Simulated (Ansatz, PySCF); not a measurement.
Be(Br)(Et) (C₂H₅BeBr), SMILES C[CH2][Be][Br]. Atoms are numbered in the order given.

```xyz
9

Be    -0.2814    -0.5616    -0.1861
Br     0.7201     0.7058     0.9401
C     -1.1324    -1.6427    -1.1393
C     -1.6416    -1.1225    -2.4994
H     -1.9881    -2.0231    -0.5454
H     -0.4936    -2.5345    -1.3005
H     -0.8133    -0.7843    -3.1439
H     -2.3252    -0.2656    -2.3797
H     -2.1912    -1.8975    -3.0603
```

The structure is a stationary point at B3LYP-D3(BJ)/def2-SVP. The structure was generated by enumeration; whether it is a known compound was not checked. The values are those of a single conformer.

Two levels are set side by side: PBE-D3(BJ)/def2-SVP (Ansatz, an electronic-structure program) and B3LYP-D3(BJ)/def2-SVP (Ansatz). Each level has its own optimised geometry; the coordinates shown are those of the second. Frequencies come from the Hessian of PySCF at each geometry. Differences are taken from unrounded values.

```tsv
quantity	B3LYP-D3(BJ)	PBE-D3(BJ)	PBE-D3(BJ) minus B3LYP-D3(BJ)
mean bond length (Å)	1.339	1.345	0.006
bond Be1–Br2 (Å)	1.969	1.975	0.005
bond Be1–C3 (Å)	1.674	1.681	0.007
bond C3–C4 (Å)	1.543	1.543	0.000
bond C3–H5 (Å)	1.109	1.116	0.008
bond C3–H6 (Å)	1.109	1.116	0.008
bond C4–H7 (Å)	1.103	1.110	0.007
bond C4–H8 (Å)	1.103	1.110	0.007
bond C4–H9 (Å)	1.103	1.111	0.008
highest harmonic wavenumber (cm⁻¹)	3095	3047	-49
mean harmonic wavenumber (cm⁻¹)	1396	1362	-33
zero-point energy (kcal/mol)	41.90	40.90	-1.00
```

GGA bonds tend to be longer and softer than those of functionals with exact exchange. Differences between two approximate levels are no errors against the true value.
